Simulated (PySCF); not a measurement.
**Vertical excitation energies**

Compound: 1,1,2-trifluoro-2-methylcyclopropane, C₄H₅F₃.
Numbering: `[CH3:1][C@:2]1([F:3])[CH2:4][C:5]1([F:6])[F:7]` (hydrogens: H8, H9, H10 on C1; H11, H12 on C4)

Cartesian coordinates in Å at the GFN2-xTB level; atoms count from 1:
```xyz
12
C4H5F3 angstrom
C      1.4113    0.0137   -0.5408
C      0.2291   -0.3184    0.3279
F      0.5634   -1.1265    1.3793
C     -1.1582   -0.5349   -0.2404
C     -0.8619    0.6754    0.5849
F     -1.4202    0.8212    1.7963
F     -0.7986    1.8870   -0.0067
H      2.2075    0.4325    0.0713
H      1.1269    0.7399   -1.2963
H      1.7786   -0.8895   -1.0237
H     -1.3040   -0.4098   -1.3014
H     -1.7728   -1.2914    0.2235
```

Computed, not measured: TDDFT PBE0/def2-SVPD, vertical, gas phase, core orbitals frozen in the response in PySCF.

```json
{"state": "S1", "E (eV)": "7.54", "λ (nm)": "164.4", "f": "0.0043", "main configurations (H = HOMO, L = LUMO)": "H→L (58%), H→L+1 (40%)"}
{"state": "S2", "E (eV)": "7.95", "λ (nm)": "155.9", "f": "0.016", "main configurations (H = HOMO, L = LUMO)": "H→L+1 (56%), H→L (41%)"}
{"state": "S3", "E (eV)": "8.39", "λ (nm)": "147.8", "f": "0.0017", "main configurations (H = HOMO, L = LUMO)": "H-1→L (61%), H-1→L+1 (35%)"}
{"state": "S4", "E (eV)": "8.69", "λ (nm)": "142.6", "f": "0.024", "main configurations (H = HOMO, L = LUMO)": "H→L+2 (88%)"}
{"state": "S5", "E (eV)": "8.76", "λ (nm)": "141.6", "f": "0.028", "main configurations (H = HOMO, L = LUMO)": "H→L+3 (52%), H-1→L+1 (28%), H-1→L (11%)"}
{"state": "S6", "E (eV)": "8.86", "λ (nm)": "139.9", "f": "0.092", "main configurations (H = HOMO, L = LUMO)": "H→L+3 (42%), H-1→L+1 (26%), H-1→L (24%)"}
{"state": "S7", "E (eV)": "9.19", "λ (nm)": "135.0", "f": "0.028", "main configurations (H = HOMO, L = LUMO)": "H→L+4 (95%)"}
{"state": "S8", "E (eV)": "9.52", "λ (nm)": "130.2", "f": "0.0003", "main configurations (H = HOMO, L = LUMO)": "H-1→L+2 (91%)"}
```

Triplets (Tamm–Dancoff): T1 7.00 eV, H→L+1 (67%), H→L (28%); T2 7.76 eV, H→L (69%), H→L+1 (26%); T3 8.01 eV, H-1→L+1 (60%), H-1→L (36%).

The lowest singlet lies at 7.54 eV (164 nm, vacuum ultraviolet) and is very weak; its leading configuration is HOMO→LUMO (58%). The most intense listed level is S6 at 8.86 eV (140 nm, f = 0.092), 1.32 eV above S1. Löwdin shares by element: HOMO carbon 42% or more, fluorine 24% or more (atoms not listed hold the other 34%); LUMO carbon 44% or more, hydrogen 11% or more (atoms not listed hold the other 46%). Orbital energies (eV): HOMO-3 -11.56, HOMO-2 -11.22, HOMO-1 -9.21, HOMO -8.34, LUMO 0.59, LUMO+1 1.10, LUMO+2 1.47. The listed states span 1.98 eV, and the widest gap between neighbours is 0.43 eV (S2 to S3). Weighted by f, the mean energy of these states is 8.77 eV. Only the lowest 8 singlets were computed, as vertical energies without vibronic structure.

Hardware: an x86-64 server with one thread, no GPU (shared host). Cost: 17 s of wall time.
